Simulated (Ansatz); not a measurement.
Two isomers of C2H6SSi: A = `C1CS[SiH2]1`, B = `CC[Si]S`.

Program: Ansatz. Geometries: PBE0-D4/def2-TZVP. ΔE: electronic, gas phase. CCSD(T)/CBS adds triple-zeta CCSD(T) − MP2 to the extrapolated MP2 energy (def2 sets, frozen cores). This one scheme is used for every species. DFT in def2-TZVPP. One conformer a species, not always the lowest.

Q: Which isomer does CCSD(T)/CBS put lower? Give the gap. (Estimate.)

A: The calculation gave: A, by 49.6 kJ/mol.

Q: Give E(B) − E(A) in kJ/mol with PBE0-D4, PBE-D4, B2PLYP, HF/def2-TZVPP, MP2/def2-TZVPP, r2SCAN-D4, CCSD/def2-TZVPP. (Estimate.)

A: The calculation gave: PBE0-D4 53.7, PBE-D4 42.2, B2PLYP 44.1, HF/def2-TZVPP 49.6, MP2/def2-TZVPP 60.8, r2SCAN-D4 53.8, CCSD/def2-TZVPP 45.2. None reverses the order clearly.

Q: Does the order hold for the free energy at 298.15 K (harmonic terms from PBE0-D4)? (An estimate is asked.)

A: Computed: Yes: G(B) − G(A) = +46.2 kJ/mol, for one conformer each. Modes under 60 cm⁻¹, often nearly free rotors, make the harmonic entropy too high.

Largest T1 diagnostic: 0.013.

At CCSD(T), def2-SVP lies −18.9 kJ/mol from the extrapolated value and def2-TZVPP −3.8 kJ/mol. From BLYP to BHLYP (50 % exact exchange), in def2-TZVPP and without D4, E(B) − E(A) moves by +23.0 kJ/mol.
